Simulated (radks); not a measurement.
Spin polarisation of the 5d6 shell in the iridium ion Ir3+. Start: [Xe] 4f14 5d(up 3, down 3); electrons of 5d are moved from spin down to spin up, other shells keep equal spins. All-electron calculation, scalar-relativistic Kohn-Sham, r2SCAN, spin-polarised, spherical densities, finite nucleus; meta-GGA in the generalised Kohn-Sham scheme; Fermi nuclear charge, rms radius of each element as measured or else 0.836 A^(1/3) + 0.57 fm. Program: a radial shooting solver on a logarithmic mesh with Libxc functionals. Estimate the energy gained and the exchange splitting at a moment of 4 Bohr magnetons.

Answer. At moment 4 the spin-polarisation energy is -3.849 eV and the 5d exchange splitting 3.925 eV, that is 0.981 eV per Bohr magneton; E = -I m^2/4 would give I = 0.962 eV.
